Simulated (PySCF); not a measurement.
**Electron correlation in F²⁺ (fluorine, charge +2)**

[He] 2s2 2p3, high-spin 4S determinant. Calculation: PySCF 2.14, in x2c-QZVPPall with one added diffuse shell each of s, p, d, f type (8s5p4d3f1g, 73 functions); scalar relativity by spin-free X2C-1e. Frozen: nothing; 7 electrons correlated.

| level | correlation energy (mhartree) |
| --- | --- |
| CCSD | -146.00 |
| (T) | -1.52 |
| CCSD(T) | -147.52 |

Diagnostics: T1 = 0.0024, D1 = 0.0074, largest double amplitude 0.026.

Task: Is a single reference adequate?

Result: Yes: T1 lies below 0.03 and no double amplitude reaches 0.07.

This basis was not built for core-valence correlation, so the inner-shell part is incomplete.
